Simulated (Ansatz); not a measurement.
`CN[BH][SnH3]` + HCl → `CNBCl` + `[SnH4]` at 400 K and 1 bar (cleavage of the B–Sn bond).

Isolated molecules relaxed with PBE0-D4/def2-TZVP in Ansatz; ΔE leaves out vibrations. CCSD(T)/CBS is the MP2 limit (def2-TZVPP, def2-QZVPP) plus CCSD(T) − MP2 in def2-TZVPP, frozen cores. This one scheme is used for every species. def2 core potentials past Kr. For Sn outer-core shells are correlated without core-valence functions, which leaves a few kJ/mol of doubt a bond. Each species was taken in one conformer, which may not be the lowest.

```csv
species,CCSD(T)/CBS energy (Eh),H − E (kJ/mol),S (J/(mol·K))
`CN[BH][SnH3]`,-336.39466,266.8,391.9
HCl,-460.38127,29.6,195.4
`CNBCl`,-580.41629,208.2,327.5
`[SnH4]`,-216.39156,85.2,244.6
```

H − E and S are ideal-gas, rigid-rotor, harmonic terms from PBE0-D4/def2-TZVP, for one conformer and one mirror image of each species. 1 Eh = 2625.50 kJ/mol, R = 8.31446 J/(mol·K).

**Question.** By hand: ΔE, ΔH, ΔS and ΔG.

**Answer.** ΔE = (-580.41629) + (-216.39156) − (-336.39466) − (-460.38127) = -0.03192 Eh = -83.8 kJ/mol. Δ(H − E) = 208.2 + 85.2 − 266.8 − 29.6 = -3.0, so ΔH = -86.8 kJ/mol. ΔS = 327.5 + 244.6 − 391.9 − 195.4 = -15.2 J/(mol·K). ΔG = -86.8 − 400 × (-15.2)/1000 = -80.7 kJ/mol.

**Question.** By hand: the equilibrium constant, and the temperature at which ΔG would vanish if ΔH and ΔS stayed fixed.

**Answer.** log₁₀ K = −ΔG/(RT ln 10) = 10.5. ΔG = 0 at ΔH/ΔS = 5711 K, far beyond where these terms or the molecules hold.

ΔH outweighs TΔS. A doubt of 5 kJ/mol in ΔE shifts log₁₀ K by 0.7 here. Other conformers and mirror images would add mixing entropy, several J/(mol·K) or more a flexible species. These are equilibria of isolated gas molecules and say nothing of rates. Largest T1 diagnostic: 0.014 (customary marks: 0.02 for closed shells, 0.045 for open ones).
